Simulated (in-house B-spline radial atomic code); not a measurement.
A fraction x of an electron is moved 4d → 4f in neutral rhodium, starting from [Kr] 4d8 5s1 and keeping the highest spin. All numbers are computed (scalar-relativistic (X2C) PW91, spin-polarised, spherical fractional occupations; Fermi nucleus of rms radius 4.4945 fm) with a B-spline radial code for spherical atoms, not measured.

```csv
x,E(x) - E(0) (eV),4d down level (eV),4f up level (eV)
0,0.0000,-5.079,-
0.25,1.5095,-7.236,-0.205
0.375,?,?,?
0.5,3.5189,-9.365,-0.319
0.625,4.7117,-10.407,-0.364
0.75,?,?,?
0.875,7.4698,-12.464,-0.442
1,9.0340,-13.482,-0.477
```

(1) What belongs in the row x = 0.375?

(2) What belongs in the row x = 0.75?

(3) Check Janak's theorem between x = 0.5 and 0.625.

## Answers

(1) An energy change of 2.4513 eV; 4d down at -8.305 eV, 4f up at -0.266 eV.

(2) An energy change of 6.0289 eV; 4d down at -11.435 eV, 4f up at -0.403 eV.

(3) The slope of the energy is 9.54 eV; the orbital levels give 9.54 eV (ε of the receiving orbital less ε of the emptying one, averaged over the two points).
